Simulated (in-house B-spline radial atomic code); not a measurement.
Ionisation energies with and without relativity, with size and susceptibility from the Dirac run. Dirac energy differences include first-order Breit, QED and recoil terms. NIST's values go from ground level to ground level; the uncertainty of those that are theory runs from under 0.1 % in few-electron ions to several per cent in heavy many-electron ones. Computed with a B-spline radial code for spherical atoms: non-relativistic Hartree-Fock and Dirac-Hartree-Fock, averages of the configuration (point nuclei without relativity, finite nuclei with it).

```
 ion      configuration  configuration after  ionisation non-relativistic (eV)  ionisation Dirac Breit and QED (eV)  tabulated value (eV)    tabulated kind  radius at density 0.001 (bohr)  diamagnetic susceptibility (10⁻⁶ cm³/mol)
Ar4+       [Ne] 3s2 3p2         [Ne] 3s2 3p1                             72.80                                72.81                 74.84    semi-empirical                           2.788                                    -7.3211
 V4+           [Ar] 3d1         [Ne] 3s2 3p6                             64.47                                64.20              65.28165          measured                           2.523                                    -8.4929
Kr4+  [Ar] 3d10 4s2 4p2    [Ar] 3d10 4s2 4p1                             62.30                                62.48                 64.69    semi-empirical                           3.071                                    -13.637
Zr4+  [Ar] 3d10 4s2 4p6    [Ar] 3d10 4s2 4p5                                 ?                                    ?                     ?    semi-empirical                               ?                                          ?
Rh4+           [Kr] 4d5             [Kr] 4d4                             61.82                                61.12                    63  tabulated theory                           2.958                                    -18.079
Sb4+      [Kr] 4d10 5s1            [Kr] 4d10                                 ?                                    ?                     ?    semi-empirical                               ?                                          ?
Xe4+  [Kr] 4d10 5s2 5p2    [Kr] 4d10 5s2 5p1                             52.27                                52.67                  54.1    semi-empirical                           3.452                                    -24.607
```

Fill in the row of Zr4+.

ionisation non-relativistic (eV): 79.56; ionisation Dirac Breit and QED (eV): 79.85; tabulated value (eV): 80.348; radius at density 0.001 (bohr): 2.894; diamagnetic susceptibility (10⁻⁶ cm³/mol): -15.633.

Fill in the row of Sb4+.

ionisation non-relativistic (eV): 51.58; ionisation Dirac Breit and QED (eV): 53.40; tabulated value (eV): 55; radius at density 0.001 (bohr): 3.161; diamagnetic susceptibility (10⁻⁶ cm³/mol): -19.709.
